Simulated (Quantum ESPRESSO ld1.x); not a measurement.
Results of a calculation; reference values are marked as such.
The silicon ion Si2+, 12 electrons, occupied as [Ne] 3s1 5d1 (not the ground configuration). Code: ld1.x of Quantum ESPRESSO 7.5. Model: scalar-relativistic Kohn-Sham, LDA (Slater exchange, VWN5 correlation), spin-polarised, spherical densities, point nucleus; open shells are filled with parallel spins first.

Normalised radial functions P(r) = r R(r), r in bohr:

```
   r/bohr * 2s up, o 3s down, + 5d up (the largest magnitude, 1.37, reaches the edge; | marks zero, & curves that meet)
 0.006377                             +o *
 0.008505                             +o  *
  0.01134                             + o  *
  0.01513                             + o    *
  0.02034                             +  o    *
  0.02713                             +  o      *
  0.03619                             +   o      *
  0.04826                             +   o       *
  0.06437                             +   o       *
  0.08586                             +   o      *
   0.1145                             + o    *
   0.1527                             &
   0.2037                    *     o  +
   0.2717           *           o     +
   0.3653    *                o       |+
   0.4872  *                   o      |+
   0.6498      *                    o | +
   0.8667              *              |  + o
    1.156                      *      |   +       o
    1.542                          *  |   +           o
    2.056                            *|  +          o
    2.743                             &        o
    3.658                         +   *   o
    4.879                        +    *o
    6.507                            +&
    8.749                             &     +
    11.67                             &      +
    15.56                             &  +
    20.76                             &
    27.69                             &
```

2s up: eigenvalue -171.54 eV, 1 radial node at r = 0.153 bohr, <r> = 0.569 bohr, 90 % of the charge inside 0.897 bohr. 3s down (empty): eigenvalue -34.704 eV, 2 radial nodes at r = 0.149, 0.710 bohr, <r> = 1.86 bohr, 90 % of the charge inside 2.77 bohr. 5d up: eigenvalue -4.918 eV, 2 radial nodes at r = 2.71, 6.72 bohr, <r> = 9.97 bohr, 90 % of the charge inside 13.9 bohr.
